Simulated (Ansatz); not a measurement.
`NC(F)([SiH3])[SiH3]` at its PBE0-D4/def2-TZVP geometry, where that method's forces vanish. The species carries charge 0 and has multiplicity 1.

```xyz
13

N     1.0457    1.0821   -0.5162
C    -0.0822    0.2620   -0.3505
F    -1.1025    0.5321   -1.3408
Si   -0.9069    0.6145    1.3297
Si    0.3933   -1.5647   -0.6042
H     0.8730    2.0686   -0.3739
H     1.5499    0.9341   -1.3807
H    -2.2267   -0.0587    1.3930
H    -1.0755    2.0884    1.4491
H    -0.0381    0.1208    2.4280
H     1.1606   -1.6587   -1.8760
H    -0.8316   -2.3969   -0.6825
H     1.2409   -2.0236    0.5252
```

(1) What forces (eV/Å) does ωB97M-V/def2-TZVPP give on these atoms in Ansatz 0.2.0? (Best estimate.)

## Answers

(1) Ansatz gave: 
```
N1   0.211  0.180 -0.061
C2  -0.104 -0.297  0.265
F3  -0.101  0.041 -0.114
Si4 -0.057  0.048  0.080
Si5  0.028 -0.095 -0.047
H6   0.008 -0.035 -0.018
H7  -0.023  0.017  0.028
H8   0.153  0.071 -0.015
H9   0.026 -0.165 -0.022
H10 -0.092  0.050 -0.131
H11 -0.085  0.021  0.143
H12  0.134  0.102  0.013
H13 -0.098  0.061 -0.122
```
